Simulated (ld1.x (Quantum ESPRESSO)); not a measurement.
# Pseudopotential generation for lutetium (Lu): TM, PBE, scalar-relativistic.

ld1.x (Quantum ESPRESSO) 7.5 input, shortened:

```
&input
   title='Lu', zed=71., rel=1, dft='PBE', iswitch=3,
   config='[Xe] 4f14 5d1 6s1 6p0'
 /
 &inputp
   pseudotype=2, tm=.true., lloc=0,
   nlcc=.false.
 /
4
5P  2  1   6.00   0.00  2.15  2.15  0.0
5D  3  2   1.00   0.00  2.60  2.60  0.0
4F  4  3  14.00   0.00  0.90  0.90  0.0
6S  1  0   1.00   0.00  3.05  3.05  0.0
 &test
   configts(1)='4f14 5p6 5d1 6s1 6p0'
 /
```

All-electron outer shells of the reference configuration (PBE, scalar-relativistic, ld1.x):

| shell | level (eV) | outermost node (bohr) | outermost maximum (bohr) |
| --- | --- | --- | --- |
| 4d | -198.62 | 0.23 | 0.48 |
| 5s | -67.77 | 0.57 | 1.04 |
| 5p | -38.38 | 0.61 | 1.19 |
| 4f | -16.33 | – | 0.47 |
| 6s | -10.21 | 1.41 | 2.93 |
| 5d | -7.87 | 0.68 | 1.80 |
| 6p | -6.02 | 1.71 | 3.81 |

**Question.** Does the generator finish with these settings?

**Answer.** Yes, a potential is produced.

**Question.** Estimate the cutoffs (Ry, on a coarse ladder) from which the occupation-weighted sum of valence levels, in a spherical-Bessel basis at the reference potential, stays within 10 and 1 mRy of its value at 400 Ry.

**Answer.** over 300 Ry and over 300 Ry.

**Question.** Does the potential have ghost states?

**Answer.** No extra level below or beside the all-electron valence levels (p, d, f, s tested).

**Question.** Which valence shell sets the plane-wave cutoff?

**Answer.** 4f: its level needs over 300 Ry to come within 1 mRy, against 25 Ry for 5d.

Its largest configuration-test error is -1573 meV (4f13 5p6 5d2 6s2 6p0), which is poor. 1 of 7 tests not solved or not reliable.
